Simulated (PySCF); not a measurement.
**EPR parameters of C6H10F**

C6H10F (doublet state).
Z-matrix (Å and degrees, GFN2-xTB geometry), rows numbered from 1:
```
C 
C   1  1.4754
C   2  1.5002  1  109.79
C   3  1.3173  2  123.41  1  -116.39
F   4  1.3478  3  121.90  2   178.93
C   2  1.5565  1  110.70  3   120.91
C   6  1.5216  2  111.79  1   175.70
H   1  1.0716  2  120.66  3   148.39
H   1  1.0723  2  120.38  3   -38.16
H   2  1.0953  1  109.83  3  -120.67
H   3  1.0804  2  116.74  1    62.47
H   4  1.0803  3  126.40  2    -1.14
H   6  1.0910  2  108.65  1   -62.69
H   6  1.0913  2  108.35  1    54.40
H   7  1.0876  6  110.59  2   -60.94
H   7  1.0878  6  110.15  2   179.22
H   7  1.0874  6  110.64  2    59.16
```

The hyperfine couplings belong to this conformer and change with its torsions.

Identity: `[CH2][C@@H](/C=C/F)CC` [radical].

The calculation used PySCF, UKS B3LYP, pcH-1 on C F H, non-relativistic, mean-field spin-orbit, GIAO. The structure is a single GFN2-xTB conformer in the gas phase; no vibrational or solvent corrections. GFN2-xTB frequencies show an imaginary mode (39i cm⁻¹), so this geometry is no minimum at that level. A GFN2-xTB geometry isn't a minimum of the functional, and hyperfine couplings can be far from their values at a DFT geometry. No stability test was run, so a lower SCF solution isn't excluded.

```json
{
  "g1, g2, g3": "2.00217, 2.00271, 2.00278",
  "g_iso": "2.00255",
  "Form of g": "close to axial: the two nearest values differ by 11 % of g3 − g1",
  "⟨S²⟩": "0.7536 (exact 0.7500)",
  "α and β electrons": "28, 27",
  "Basis functions": "275"
}
```

Isotropic coupling and dipolar principal values T1 to T3, in G (MHz turned into gauss with g_iso; 10 G = 1 mT):

```
atom  isotope  a_iso     T1     T2    T3  Mulliken spin population
  C1      13C   33.5  -29.1  -28.9  58.1                      1.09
  C2      13C  -11.1   -0.9    0.2   0.7                     -0.08
  C3      13C    7.3   -0.9   -0.8   1.7                      0.01
  C4      13C    0.9   -0.5   -0.1   0.5                      0.01
  F5      19F    3.6   -2.0   -1.7   3.7                      0.00
  C6      13C   28.5   -2.2   -2.1   4.3                      0.05
  C7      13C    3.1   -0.6   -0.6   1.2                      0.01
  H8       1H  -22.7  -14.2    0.0  14.1                     -0.05
  H9       1H  -22.7  -14.1   -0.1  14.2                     -0.05
 H10       1H    9.7   -1.9   -1.5   3.4                      0.01
 H11       1H   -0.4   -1.1   -0.9   2.0                      0.00
 H12       1H   -0.1   -0.6   -0.3   0.9                      0.00
 H13       1H   -1.4   -2.0   -0.8   2.8                      0.00
 H14       1H   -0.9   -2.2   -0.7   2.9                      0.00
 H15       1H   -0.3   -0.6   -0.3   0.9                      0.00
 H16       1H    1.9   -0.6   -0.2   0.8                      0.00
 H17       1H   -0.2   -0.6   -0.3   0.9                      0.00
```

The Mulliken spin populations are largest on C1 (+1.09) and C2 (-0.08). No atom but C1 exceeds +0.15. The angles at C1 add up to 359.7°, so it is planar; its axial dipolar tensor and the negative couplings of its protons fit spin in a p orbital normal to that plane.

Axes: g2 points within 2° of the C1–C2 bond.

Under fast tumbling the dipolar parts average out, and these isotropic splittings remain (the largest six): 2 × 1H (H8/H9, I = 1/2, 3 lines) with 2.27 mT, 1 × 1H (H10, I = 1/2, 2 lines) with 0.97 mT, 1 × 19F (F5, I = 1/2, 2 lines) with 0.36 mT, 1 × 1H (H13, I = 1/2, 2 lines) with 0.14 mT, 1 × 1H (H14, I = 1/2, 2 lines) with 0.09 mT and 3 × 1H (H15/H16/H17, I = 1/2, 4 lines) with 0.05 mT.

Nuclei that the bonding pattern makes equivalent are averaged, as if the motion that swaps them (rotation, inversion, ring flip) were fast. The three 1H nuclei of mean +1.3 MHz run from -0.8 to 5.5 MHz in the frozen geometry.

The 13C coupling of C1 (93.8 MHz) shows only in satellite lines or after enrichment, since that isotope makes up about 1.07 % of natural carbon.

β density exceeds α density at some nuclei, such as C2 (-0.0276) and H8/H9 (-0.0142), spin density in bohr⁻³. In a single determinant that takes different orbitals for the two spins, that is spin polarisation.
